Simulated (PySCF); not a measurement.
B(H)(I)2, SMILES IBI (HBI2) (PBE0/def2-SVP optimised geometry):

```
4

B     -0.481    -0.357     0.000
H     -1.053    -1.412    -0.002
I      1.627    -0.357     0.000
I     -1.627     1.412     0.000
```

Method: PBE0/def2-TZVP, def2 effective core potentials past Kr run with PySCF.

Q: What are the frontier orbital energies and the dipole moment?

A: HOMO-2 -7.96 eV, HOMO-1 -7.89 eV, HOMO -7.65 eV, LUMO -2.38 eV, LUMO+1 -0.37 eV; dipole moment 0.13 D.

On the same geometry PBE/def2-TZVP, def2 effective core potentials past Kr run with PySCF gives HOMO-2 -6.91 eV, HOMO-1 -6.73 eV, HOMO -6.53 eV, LUMO -3.19 eV, LUMO+1 -1.22 eV; dipole moment 0.01 D.
